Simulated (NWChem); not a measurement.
System: C2H3B; SMILES C#CB

The following NWChem deck was run.

```
start job
memory heap 200 mb stack 900 mb global 1100 mb
geometry units angstroms noautosym nocenter noautoz
  B     -0.004523    -1.395508     0.011603
  C     -0.003093     0.112954     0.010118
  C     -0.001827     1.334050     0.009613
  H     -0.000763     2.409977     0.008981
  H      1.040229    -1.999817     0.012881
  H     -1.050330    -1.997982     0.010999
end
basis spherical
  * library pcsseg-1
end
dft
  xc slater vwn_5
  iterations 150
end
property
  shielding 5 1 2 3 4 5
  efieldgrad
end
task dft property
```

All runs use the structure optimised with PBE0/def2-SVP.

GIAO values for the isolated, static molecule; σ is the absolute isotropic shielding, δ = σ(reference) − σ with the isolated reference molecule computed at the same levels (11B: boron trifluoride, 13C: tetramethylsilane, 1H: tetramethylsilane).

Atoms are numbered as in the input.

**Question.** What results follow from this input? (LDA (Slater exchange, VWN5)/pcSseg-1, GIAO.) Quantities: δ B1 (ppm); δ C2 (ppm); δ C3 (ppm); δ H4 (ppm); δ H5 (ppm).

**Answer.** 
```yaml
"δ B1 (ppm)": 69.6
"δ C2 (ppm)": 114.5
"δ C3 (ppm)": 163.1
"δ H4 (ppm)": 6.46
"δ H5 (ppm)": 7.36
```
